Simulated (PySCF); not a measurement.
Simulation results for AlBGeH5O, CH5GeO, CH3ClGeO, CH8Ge2O and others

All values are calculated (PySCF 2.14.0). Calculation on a computer-drawn molecule: the log of a Hartree-Fock and frozen-core CCSD(T) single point meant for a local Hartree-Fock minimum, with one planted fault or none, to be diagnosed. Offsets are logged minus clean, where the clean run is the same molecule without the fault. The reference is restricted for singlets and unrestricted otherwise, and also for a bond in bohr or an excited solution. Adding or removing an electron swaps singlet and doublet. The excited solution moves the top pair (singlet) or top alpha electron (doublet) to the lowest empty orbital. Highest occupied and lowest empty are orbital energies over both spins, largest force is the largest gradient component, triples share is (T) over the correlation energy, the T1 limit is 0.02 restricted and 0.045 unrestricted, electrons count all cores, a negative frequency is imaginary (commonest isotopes), and the dipole is about the centre of nuclear charge; on germanium a core potential holds 10 electrons, which the energies leave out, and 3d is frozen in MP2 and coupled-cluster steps.

Common to all runs: logged SCF converged yes; possible faults no fault, one electron removed, one electron added, multiplicity raised by two, geometry at a saddle point, SCF held on an excited solution, minimal basis STO-3G, one bond length entered in bohr, all coordinates scaled.

(1) AlBGeH5O

Logged structure:
```xyz
9
AlBGeH5O
O      0.7897     2.7077    -1.5840
B      0.3298     1.4817    -1.6072
Al    -0.4328    -0.4047    -1.6312
Ge    -1.5785    -1.2326     0.4328
H      1.6858     2.8115    -1.2862
H     -0.2514    -1.2456    -2.9566
H     -1.5569    -0.1889     1.5643
H     -0.9192    -2.5054     0.9939
H     -3.0558    -1.5826     0.1813
```

- meant charge: 0
- meant multiplicity: 2
- meant basis: cc-pV(D+d)Z
- meant basis and core potential on germanium: cc-pVDZ-PP ECP10MDF
- logged electrons: 63
- logged basis functions: 99
- logged spin squared: 0.7609
- logged highest occupied: -5.8471 eV
- logged lowest empty: 0.063209 eV
- logged largest force: 0.03088 hartree/bohr
- logged dipole magnitude: 2.5462 debye
- logged SCF stable within its kind: no
- logged energy HF: -637.69241 hartree
- planted fault: SCF held on an excited solution
- HF energy offset from clean run: 33.79 kcal/mol

Drawn bonds:
```csv
atom,other atom,order
1,2,1
2,3,1
3,4,1
1,5,1
3,6,1
4,7,1
4,8,1
4,9,1
```

Notes: coupled-cluster numbers left out as unreliable.

(2) CH5GeO

Logged structure:
```xyz
8
CH5GeO
O     -0.5540     2.0644     1.2516
C     -0.3053     0.7430     0.7449
Ge    -1.7460    -0.6094     1.3600
H     -0.9781     1.9668     2.0870
H      0.7058     0.4419     1.0414
H     -0.3106     0.8345    -0.3448
H     -0.7858    -1.9043     1.3726
H     -1.5258    -0.2597     2.9300
```

- meant charge: -1
- meant multiplicity: 1
- meant basis: aug-cc-pVDZ
- meant basis and core potential on germanium: aug-cc-pVDZ-PP ECP10MDF
- logged electrons: 52
- logged basis functions: 123
- logged spin squared: 0
- logged highest occupied: 0.42548 eV
- logged lowest empty: -0.55908 eV
- logged largest force: 0.10414 hartree/bohr
- logged CC converged: no
- logged dipole magnitude: 3.6513 debye
- logged SCF stable within its kind: no
- logged energy HF: -408.69986 hartree
- planted fault: SCF held on an excited solution
- HF energy offset from clean run: 187.5 kcal/mol

Drawn bonds:
```csv
atom,other atom,order
1,2,1
2,3,1
1,4,1
2,5,1
2,6,1
3,7,1
3,8,1
```

Notes: CCSD not converged; highest electron not bound in this basis.

(3) CH3ClGeO

Logged structure:
```xyz
7
CH3ClGeO
O     -1.4668    -0.1269    -0.5090
C     -0.7921    -0.7594    -1.5893
Ge    -1.5961     0.6198    -2.7273
Cl     0.0009     2.1119    -2.3505
H     -0.8717     0.4229    -0.0450
H      0.2694    -0.7867    -1.4461
H     -1.1841    -1.7529    -1.6816
```

* meant charge: 0
* meant multiplicity: 1
* meant basis: cc-pV(D+d)Z
* meant basis and core potential on germanium: cc-pVDZ-PP ECP10MDF
* logged electrons: 66
* logged basis functions: 89
* logged spin squared: 0
* logged highest occupied: -9.1909 eV
* logged lowest empty: 1.2147 eV
* logged largest force: 0.016505 hartree/bohr
* logged T1 diagnostic: 0.01495
* logged D1 diagnostic: 0.057352
* logged triples share: 0.026816
* logged CC converged: yes
* logged dipole magnitude: 2.3731 debye
* logged SCF stable within its kind: yes
* logged energy HF: -867.37769 hartree
* logged energy CCSD(T): -867.974 hartree
* planted fault: all coordinates scaled, by -1.5 %
* HF energy offset from clean run: 0.9596 kcal/mol
* CCSD(T) energy offset from clean run: 2.385 kcal/mol

Drawn bonds:
```csv
atom,other atom,order
1,2,1
2,3,1
3,4,1
1,5,1
2,6,1
2,7,1
```

(4) CH8Ge2O

Logged structure:
```xyz
12
CH8Ge2O
O     -0.5987    -0.3328    -0.6306
C      0.5200    -1.0736    -1.1010
Ge     0.9061    -2.3957     0.3180
Ge     2.0205     0.1437    -1.5457
H     -0.9472     0.2008    -1.3302
H      0.2591    -1.6418    -2.0018
H      2.1152    -3.2491    -0.0907
H     -0.3118    -3.3027     0.5112
H      1.2212    -1.6716     1.6287
H      3.1456    -0.6101    -2.2658
H      1.4790     1.2447    -2.4722
H      2.5757     0.7983    -0.2776
```

- meant charge: 0
- meant multiplicity: 1
- meant basis: cc-pVDZ
- meant basis and core potential on germanium: cc-pVDZ-PP ECP10MDF
- logged electrons: 85
- logged basis functions: 114
- logged spin squared: 0.7698
- logged highest occupied: -16.842 eV
- logged lowest empty: -7.0183 eV
- logged largest force: 0.066894 hartree/bohr
- logged T1 diagnostic: 0.032781
- logged D1 diagnostic: 0.21052
- logged triples share: 0.028432
- logged CC converged: yes
- logged dipole magnitude: 4.165 debye
- logged SCF stable within its kind: yes
- logged energy HF: -703.77479 hartree
- logged energy CCSD(T): -704.36937 hartree
- planted fault: one electron removed
- HF energy offset from clean run: 205.5 kcal/mol
- CCSD(T) energy offset from clean run: 214.1 kcal/mol

Drawn bonds:
```csv
atom,other atom,order
1,2,1
2,3,1
2,4,1
1,5,1
2,6,1
3,7,1
3,8,1
3,9,1
4,10,1
4,11,1
4,12,1
```

(5) CH6Ge2O

Logged structure:
```xyz
10
CH6Ge2O
O     -1.8106     1.1066     2.4038
C     -1.0026     0.3484     1.5059
Ge     0.3965    -0.6653     2.1673
Ge    -1.4600     0.4485    -0.4657
H     -2.7593     0.9957     2.1782
H      0.8110    -0.6731     3.6828
H      1.3861    -1.3575     1.1650
H     -0.5606    -0.5723    -1.2759
H     -1.2524     1.9230    -1.0210
H     -3.0006     0.0813    -0.6517
```

* meant charge: 0
* meant multiplicity: 1
* meant basis: cc-pVDZ
* meant basis and core potential on germanium: cc-pVDZ-PP ECP10MDF
* logged electrons: 84
* logged basis functions: 104
* logged spin squared: 0
* logged highest occupied: -7.6465 eV
* logged lowest empty: 1.786 eV
* logged largest force: 0.034465 hartree/bohr
* logged T1 diagnostic: 0.015219
* logged D1 diagnostic: 0.04612
* logged triples share: 0.035077
* logged CC converged: yes
* logged dipole magnitude: 1.1582 debye
* logged SCF stable within its kind: yes
* logged energy HF: -702.86786 hartree
* logged energy CCSD(T): -703.4685 hartree
* planted fault: all coordinates scaled, by +3.6 %
* HF energy offset from clean run: 7.671 kcal/mol
* CCSD(T) energy offset from clean run: 1.486 kcal/mol

Drawn bonds:
```csv
atom,other atom,order
1,2,1
2,3,2
2,4,1
1,5,1
3,6,1
3,7,1
4,8,1
4,9,1
4,10,1
```
